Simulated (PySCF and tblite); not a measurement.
Values are calculated unless marked as measured or tabulated.
trans-1,2-dimethylcyclohexane, C₈H₁₆, numbered as in [CH3:1][C@@H:2]1[CH2:3][CH2:4][CH2:5][CH2:6][C@H:7]1[CH3:8].

Geometries GFN2-xTB; weights from PBE0-D3(BJ)/pcSseg-1 (IEF-PCM, chloroform) energies and GFN2-xTB thermal corrections, with symmetry numbers and mirror pairs. Conformers within 3 kcal/mol (GFN2-xTB free energy) were kept, 10 at most. (PySCF 2.14, tblite 0.8.)

The 6-ring runs over atoms 2–3–4–5–6–7.

```json
{"conformer": "1", "shape": "6-ring chair (all substituents equatorial)", "symmetry": "C2", "dipole D": "0.05"}
{"conformer": "2", "shape": "6-ring chair (C1, C8 axial)", "symmetry": "C2", "dipole D": "0.04"}
```

(1) Which of these conformers is the most populated at 298.15 K, and with what share?

(2) Give the DFT energies and free energies relative to the lowest, and all weights.

(3) How does its share change from 150 K to 400 K?

## Answers

(1) Conformer 1, about 97 %.

(2) 
```csv
conformer,shape,E(DFT) kcal/mol,G(298.15 K) kcal/mol,weight %
1,6-ring chair (all substituents equatorial),0.00,0.00,97.2
2,"6-ring chair (C1, C8 axial)",1.82,2.10,2.8
```

(3) From 100 % to 94 %; the mixing entropy goes from 0.02 to 0.47 cal/(mol K).
